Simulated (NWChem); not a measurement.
C₂H₆IIn; SMILES [CH3][In]([CH3])[I]

No frequency run checked for a minimum. def2 effective core potentials on In, I; no spin-orbit coupling.

**Question.** Give the equilibrium geometry at PBE0/def2-SVP with def2 effective core potentials on In, I (NWChem) as a Z-matrix, with the point group.

**Answer.** point group C2v; any orientation.
```
In
C 1 2.1527
H 2 1.0988 1 111.62
H 2 1.0997 3 109.58 1 120.70
H 2 1.0997 3 109.58 4 118.60
C 1 2.1527 2 135.98 3 -0.02
H 6 1.0988 1 111.63 2 -0.08
H 6 1.0997 7 109.59 1 120.70
H 6 1.0997 7 109.58 8 118.60
I 1 2.7227 2 112.01 3 179.98
```
